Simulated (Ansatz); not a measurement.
Al₁₆N₁₆H₃₆, a nanocrystal cut from zinc blende AlN (hydrogen-capped), relaxed as a singlet with RKS r2SCAN-D4/def2-SVP in Ansatz, starting from the GFN2-xTB geometry. Force threshold 0.03 eV/Å.

Single mean-field runs in def2-SVP are fitted with def2-universal-jkfit.

Start:

```xyz
68

Al    0.525    2.238    2.279
Al    0.022   -0.976    2.994
Al   -2.093    2.328    0.817
Al   -2.617   -0.888    1.514
Al    2.146   -2.866    2.193
Al    2.780   -0.082    1.478
Al   -0.024    0.175    0.058
Al    2.688    0.841   -1.410
Al    2.153   -1.879   -0.669
Al    0.434    3.152   -0.579
Al   -0.165    0.943   -3.003
Al   -0.554   -2.761    0.817
Al   -3.138   -2.683   -0.760
Al   -0.648   -1.780   -2.238
Al   -2.711    0.114   -1.597
Al    1.963   -1.023   -3.573
N     2.384    1.750    2.223
N     1.889   -1.073    2.804
N    -0.074    0.952    3.578
N    -2.957    1.048    1.963
N    -0.287    1.959    0.639
N    -0.773   -0.960    1.319
N    -3.044    1.941   -0.809
N    -3.432   -0.886   -0.179
N     2.283    2.757   -0.929
N     1.299   -3.083    0.531
N     1.800   -0.121   -0.096
N    -0.861   -0.028   -1.584
N     1.708    0.787   -3.013
N     1.211   -2.177   -2.296
N    -0.262    2.848   -2.347
N    -1.292   -2.993   -0.921
H     0.388    3.652    2.865
H    -0.673   -1.651    4.184
H    -2.446    3.748    1.286
H    -3.301   -1.562    2.712
H     1.400   -3.728    3.272
H     3.702   -2.956    1.996
H     4.313   -0.026    1.444
H     4.222    0.892   -1.438
H     3.692   -2.064   -0.778
H     0.290    4.641   -0.230
H    -0.942    1.075   -4.319
H    -1.197   -3.655    1.915
H    -3.702   -3.541    0.429
H    -3.792   -2.714   -2.187
H    -1.370   -1.882   -3.611
H    -3.476    0.249   -2.919
H     3.525   -1.182   -3.561
H     1.135   -1.111   -4.903
H     2.734    1.722    3.183
H     3.005    2.401    1.746
H     2.382   -1.071    3.702
H     0.548    1.007    4.387
H    -1.005    1.101    3.963
H    -2.787    1.146    2.962
H    -3.967    1.166    1.864
H    -4.044    1.952   -0.599
H    -2.937    2.616   -1.565
H    -4.454   -0.832   -0.130
H     2.949    3.020   -0.204
H     2.572    3.299   -1.746
H     1.449   -4.054    0.234
H     2.149    1.321   -3.769
H     1.363   -3.137   -2.626
H    -1.215    3.164   -2.518
H     0.305    3.383   -3.007
H    -1.167   -3.962   -1.236
```

| step | energy (eV) | largest force component (eV/Å) | SCF passes |
| --- | --- | --- | --- |
| 1 | -129949.9494 | 1.756 | 20 |
| 2 | -129951.7897 | 0.472 | 26 |
| 3 | -129951.9706 | 0.366 | 20 |
| 4 | -129952.0614 | 0.044 | 20 |
| 5 | -129952.0631 | 0.026 | 21 |

Force components are those of the run's own axes.

End:

Cartesian coordinates in Å:
```
Al 0.522 2.344 2.335
Al 0.044 -0.911 3.053
Al -2.136 2.436 0.850
Al -2.669 -0.817 1.536
Al 2.271 -3.041 2.319
Al 2.790 -0.014 1.541
Al -0.023 0.154 0.050
Al 2.695 0.935 -1.420
Al 2.184 -1.985 -0.706
Al 0.428 3.273 -0.564
Al -0.149 1.033 -3.011
Al -0.546 -2.877 0.798
Al -3.321 -2.847 -0.806
Al -0.645 -1.888 -2.288
Al -2.769 0.179 -1.567
Al 2.076 -1.085 -3.781
N 2.376 1.807 2.260
N 1.912 -1.147 2.790
N -0.063 1.010 3.605
N -2.982 1.111 1.973
N -0.296 2.006 0.653
N -0.790 -1.013 1.350
N -3.070 1.996 -0.784
N -3.433 -0.961 -0.199
N 2.274 2.828 -0.924
N 1.345 -3.095 0.606
N 1.855 -0.150 -0.107
N -0.885 -0.055 -1.639
N 1.726 0.722 -3.041
N 1.249 -2.142 -2.367
N -0.254 2.915 -2.337
N -1.381 -3.001 -0.918
H 0.349 3.822 2.896
H -0.619 -1.668 4.280
H -2.446 3.918 1.335
H -3.407 -1.572 2.721
H 1.529 -3.954 3.401
H 3.850 -3.196 2.121
H 4.376 -0.037 1.528
H 4.279 0.939 -1.514
H 3.743 -2.260 -0.844
H 0.250 4.799 -0.153
H -0.896 1.116 -4.409
H -1.178 -3.868 1.868
H -3.901 -3.766 0.366
H -3.985 -2.925 -2.258
H -1.356 -2.084 -3.695
H -3.587 0.239 -2.925
H 3.660 -1.298 -3.802
H 1.255 -1.214 -5.146
H 2.761 1.812 3.213
H 2.981 2.487 1.792
H 2.391 -1.079 3.699
H 0.519 1.079 4.449
H -0.996 1.188 3.985
H -2.809 1.250 2.973
H -4.000 1.235 1.923
H -4.081 2.048 -0.611
H -2.952 2.693 -1.524
H -4.453 -0.842 -0.128
H 2.918 3.122 -0.184
H 2.602 3.392 -1.717
H 1.498 -4.069 0.306
H 2.152 1.314 -3.768
H 1.401 -3.106 -2.698
H -1.205 3.262 -2.488
H 0.278 3.472 -3.016
H -1.257 -3.974 -1.234
```

By distances, no bond broke or formed. The bond that changes most is Al9–N27, from 1.88 to 1.96 Å (atoms count from 1).

No frequencies were taken in this run, so the end may be a saddle point.

It took 35 s on 4 threads of AMD EPYC 7R13 on a shared host and a share (37 GiB) of an NVIDIA H100 80GB HBM3, peak host memory 1.3 GiB.
